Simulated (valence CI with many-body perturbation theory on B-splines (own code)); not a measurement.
Level structure of Dy32+

Method: valence CI with perturbative core correlation (CI+MBPT): six valence electrons over a frozen Dirac-Fock core [Ar] 3d10, a basis of 9 s, 9 p, 8 d, 6 f, 3 g, 1 h functions for each j, with the one-electron correlation potential Σ1 (screened to all orders), the two-electron term Σ2, the three-electron term Σ3, Breit, model QED; selected single and double excitations, second order for the rest, scaled by the run's own slope (own B-spline code, finite nucleus).

The last digits are not significant, and no measured levels were compared; by estimate large intervals hold to a few tenths of a per cent, small ones and those within an open d or f shell to about a per cent. Among the levels kept, up to 640 cm⁻¹ of a level comes from second order outside the variational space, and about a tenth of that is noise between levels of different J, which matters for small intervals.

Levels 1 to 39 of 39, with energies above the lowest level, (4s^2 4p1/2^2 4p3/2^2) J=2. "Leading %" is the weight of the configuration and term that name the level; weights of strongly mixed levels are sums over their largest components and can fall short. In the jj column 3d3/2^4 stands for four electrons in 3d with j = 3/2. Lifetimes count E1, E2, E3, M1 and M2 decay at the calculated energies, and are blank where another channel may lead or the interval is too uncertain; long ones can be off by a factor of two.

```
No.  Configuration  Term  J  E (eV)  Leading %  Lifetime                       Leading jj      g
  1         4s²4p⁴    ³P  2    0.00         70                4s^2 4p1/2^2 4p3/2^2 (98 %)  1.354
  2         4s²4p⁴    ¹S  0    7.27         59    249 ms      4s^2 4p1/2^2 4p3/2^2 (98 %)       
  3         4s²4p⁴    ³P  1   48.65         98    807 ns        4s^2 4p1/2 4p3/2^3 (98 %)  1.498
  4         4s²4p⁴    ¹D  2   52.50         70   1.54 μs        4s^2 4p1/2 4p3/2^3 (98 %)  1.140
  5         4s²4p⁴    ³P  0  104.21         59    338 ns              4s^2 4p3/2^4 (97 %)       
  6          4s4p⁵   ³P°  2  123.06         40    153 ps  4s^2 4p1/2^2 4p3/2 4d3/2 (53 %)  1.324
  7       4s²4p³4d   ⁵D°  1  124.79         23    313 ps  4s^2 4p1/2^2 4p3/2 4d3/2 (78 %)  1.181
  8          4s4p⁵   ³P°  2  127.07         33   44.6 ps  4s^2 4p1/2^2 4p3/2 4d3/2 (42 %)  1.169
  9       4s²4p³4d   ³P°  0  127.23         53   9.70 ns  4s^2 4p1/2^2 4p3/2 4d3/2 (96 %)       
 10       4s²4p³4d   ³F°  3  127.77         28   5.86 ns  4s^2 4p1/2^2 4p3/2 4d3/2 (89 %)  1.157
 11       4s²4p³4d   ³F°  4  136.87         45    122 μs  4s^2 4p1/2^2 4p3/2 4d5/2 (97 %)  1.284
 12          4s4p⁵   ³P°  1  140.72         31   4.94 ps        4s 4p1/2^2 4p3/2^3 (56 %)  1.317
 13       4s²4p³4d   ⁵D°  2  143.99         22   5.35 ps  4s^2 4p1/2^2 4p3/2 4d5/2 (68 %)  1.318
 14       4s²4p³4d   ³D°  3  147.39         27   4.56 ps  4s^2 4p1/2^2 4p3/2 4d5/2 (80 %)  1.147
 15       4s²4p³4d   ³D°  1  152.73         49   4.88 ps  4s^2 4p1/2^2 4p3/2 4d5/2 (75 %)  0.900
 16       4s²4p³4d   ⁵D°  0  168.29         30    560 ps  4s^2 4p1/2 4p3/2^2 4d3/2 (71 %)       
 17       4s²4p³4d   ³D°  1  169.55         39   75.9 ps  4s^2 4p1/2 4p3/2^2 4d3/2 (88 %)  1.020
 18       4s²4p³4d   ³F°  2  170.34         44    165 ps  4s^2 4p1/2 4p3/2^2 4d3/2 (95 %)  1.027
 19       4s²4p³4d   ³F°  3  173.17         40    131 ps  4s^2 4p1/2 4p3/2^2 4d3/2 (91 %)  1.110
 20          4s4p⁵   ³P°  0  176.01         41   26.3 ps          4s 4p1/2 4p3/2^4 (41 %)       
 21       4s²4p³4d   ³G°  4  177.07         53   5.24 μs  4s^2 4p1/2 4p3/2^2 4d3/2 (95 %)  1.073
 22          4s4p⁵   ¹P°  1  178.73         21   18.0 ps  4s^2 4p1/2 4p3/2^2 4d5/2 (52 %)  0.999
 23       4s²4p³4d   ³D°  3  180.61         59   77.7 ps  4s^2 4p1/2 4p3/2^2 4d5/2 (96 %)  1.333
 24       4s²4p³4d   ³F°  2  181.39         58   19.5 ps  4s^2 4p1/2 4p3/2^2 4d3/2 (91 %)  0.857
 25       4s²4p³4d   ⁵D°  4  181.51         47   1.11 μs  4s^2 4p1/2 4p3/2^2 4d5/2 (96 %)  1.283
 26       4s²4p³4d   ³F°  4  186.02         66   5.09 μs  4s^2 4p1/2 4p3/2^2 4d5/2 (96 %)  1.173
 27       4s²4p³4d   ³G°  5  187.47         98   4.92 μs  4s^2 4p1/2 4p3/2^2 4d5/2 (98 %)  1.197
 28       4s²4p³4d   ³S°  1  188.72         38   1.19 ps  4s^2 4p1/2 4p3/2^2 4d3/2 (66 %)  1.433
 29       4s²4p³4d   ³P°  2  189.53         48   1.07 ps  4s^2 4p1/2 4p3/2^2 4d3/2 (77 %)  1.300
 30       4s²4p³4d   ³D°  3  190.52         57    984 fs  4s^2 4p1/2 4p3/2^2 4d3/2 (82 %)  1.187
 31       4s²4p³4d   ³D°  2  193.95         49    105 ps  4s^2 4p1/2 4p3/2^2 4d5/2 (96 %)  1.261
 32       4s²4p³4d   ³P°  1  195.51         26   1.26 ps  4s^2 4p1/2 4p3/2^2 4d3/2 (50 %)  1.092
 33       4s²4p³4d   ¹S°  0  195.91         31   3.75 ps  4s^2 4p1/2 4p3/2^2 4d5/2 (58 %)       
 34       4s²4p³4d   ³F°  3  196.75         34    483 ps  4s^2 4p1/2 4p3/2^2 4d5/2 (97 %)  1.131
 35       4s²4p³4d   ³D°  2  199.43         39   3.13 ps  4s^2 4p1/2 4p3/2^2 4d5/2 (82 %)  1.061
 36       4s²4p³4d   ³P°  1  200.65         30   1.37 ps  4s^2 4p1/2 4p3/2^2 4d3/2 (53 %)  1.068
 37       4s²4p³4d   ¹F°  3  202.84         45   2.82 ps  4s^2 4p1/2 4p3/2^2 4d5/2 (75 %)  1.050
 38       4s²4p³4d   ³S°  1  205.26         32   1.42 ps  4s^2 4p1/2 4p3/2^2 4d5/2 (60 %)  1.312
 39       4s²4p³4d   ¹D°  2  206.76         40   1.33 ps  4s^2 4p1/2 4p3/2^2 4d5/2 (85 %)  1.198
```

The ionisation energy to 4s²4p³ ²P°3/2 of the next ion comes out as 1326.8 eV (NIST: 1325 ± 4 eV (theoretical)). All 39 levels together are meant to be complete up to 208.67 eV.
